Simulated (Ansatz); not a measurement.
Single points on cyclo-(H2GeO)2 (Ge₂O₂H₄).

```yaml
crystal:
  periodic: [false, false, false]
  atoms:
    - {symbol: Ge, position_ang: [-0.601474, -0.439905, 1.076031]}
    - {symbol: H, position_ang: [-1.273623, -1.836605, 1.162784]}
    - {symbol: H, position_ang: [-0.710499, 0.385311, 2.386456]}
    - {symbol: O, position_ang: [1.105071, -0.506132, 0.410801]}
    - {symbol: Ge, position_ang: [0.601493, 0.439959, -1.076012]}
    - {symbol: H, position_ang: [0.710283, -0.385605, -2.386235]}
    - {symbol: H, position_ang: [1.273756, 1.836580, -1.163163]}
    - {symbol: O, position_ang: [-1.104996, 0.506397, -0.410664]}
basis:
  gaussian: {orbitals: STO-3G}
hamiltonian: {xc: hf}
scf: {omitted_lower_state_checks: [starts]}
output: {orbitals: {seedname: orbitals}}
```

The file start.molden holds the orbitals of an earlier run on this structure, at another level or in another basis.

```sh
$ ansatz run in.yaml --threads 4 --pin off --events-out ev --progress --plain --max-ram 3916MiB
```

Output, abridged:

```
Functional definition: HF
  name "HF"
  cite "Fock, Z. Phys. 61, 126 (1930) doi:10.1007/BF01340294"
  parent pbe
  exchange = exact_x
  correlation = 0
these checks for a lower state are left out or cut short: starts
578 factors; integrals over basis functions are off by at most 2.5e-5 eV
mean field evaluation 1: about -115740.9547 eV, gradient 3.2e1 eV
mean field evaluation 2: about -115741.0182 eV, gradient 3.2e1 eV
mean field evaluation 4: about -115745.4409 eV, gradient 2.1e0 eV
mean field evaluation 8: about -115745.4695 eV, gradient 3.1e-4 eV
mean field -115745.46947522 eV, -4253.5675481172 hartree, gradient 1.6e-5 eV, S^2 0.000000; 0 other end points of the search recorded, 0 dependent functions left out
reference -115745.46947522 eV, -4253.5675481172 hartree; 42, 42 occupied and 8, 8 virtual orbitals, 578 factors
Total energy: -115745.46947522 eV, -4253.5675481172 hartree
Checks for a lower state left out: starts
```

As the first input, with `gaussian: {orbitals: def2-TZVP, initial_orbitals: start.molden}`, `hamiltonian: {xc: pbe}`, `correlation: {method: rpa}` and without the key `output` (abridged; 1.8 s):

```
Functional definition: PBE
mean field -117177.40163110 eV, -4306.1900842476 hartree, gradient 3.0e-6 eV, S^2 0.000000
20 core orbitals not correlated: weight in the atoms' cores, before any rotation towards them, 1.000 or more for the frozen orbitals, at most 0.000 for the correlated occupied ones
Total energy: -117126.27402394 eV, -4304.3111793398 hartree
Checks for a lower state left out: starts
```

First input, but with `gaussian: {orbitals: def2-TZVP, initial_orbitals: start.molden}`, `hamiltonian: {xc: lda}` (abridged; 0.55 s):

```
Functional definition: SPW92
mean field -116997.37323760 eV, -4299.5741628138 hartree, gradient 3.3e-5 eV, S^2 0.000000
Total energy: -116997.37327561 eV, -4299.5741642109 hartree
Checks for a lower state left out: starts
```

Geometry: PBE-D4/def2-SVP.

Correlated methods freeze 20 core orbitals; core or outer-core shells of Ge are correlated, in sets that lack core-valence functions.
